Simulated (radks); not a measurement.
Values are calculated unless marked as measured or tabulated.
Sr XIII, configuration [Ar] 3d8. Level of theory: Dirac Kohn-Sham, exchange-only PBE, spin-unpolarised, spherical densities, finite nucleus; open shells fill j = l - 1/2 first; Fermi nuclear charge, rms radius 4.224 fm (a radial shooting solver on a logarithmic mesh with Libxc functionals).

Normalised radial functions P(r) = r R(r) (large component), r in bohr:

```
   r/bohr * 2p1/2, o 3s1/2 (the largest magnitude, 2.52, reaches the edge; | marks zero, & curves that meet)
 0.001319                             *o
  0.00165                             *o
 0.002081                             *o
 0.002603                             * o
 0.003256                             * o
 0.004074                             *  o
 0.005138                             |* o
 0.006428                             |*  o
 0.008042                             |*  o
  0.01006                             | *  o
  0.01269                             | *  o
  0.01587                             |   * o
  0.01986                             |    *o
  0.02484                             |    o *
  0.03133                             |   o     *
   0.0392                             |  o         *
  0.04904                             o               *
  0.06135                          o  |                   *
  0.07737                       o     |                       *
   0.0968                    o        |                         *
   0.1211                   o         |                          *
   0.1515                     o       |                        *
   0.1911                          o  |                   *
    0.239                             |   o          *
   0.2991                             |        *  o
   0.3741                             |   *            o
   0.4718                             | *              o
   0.5903                             *             o
   0.7385                             *        o
   0.9239                             *   o
    1.165                             *o
    1.458                             &
```

2p1/2: eigenvalue -2245.9 eV, 0 radial nodes, <r> = 0.147 bohr, 90 % of the charge inside 0.241 bohr. 3s1/2: eigenvalue -593.11 eV, 2 radial nodes at r = 0.0502, 0.209 bohr, <r> = 0.479 bohr, 90 % of the charge inside 0.707 bohr.
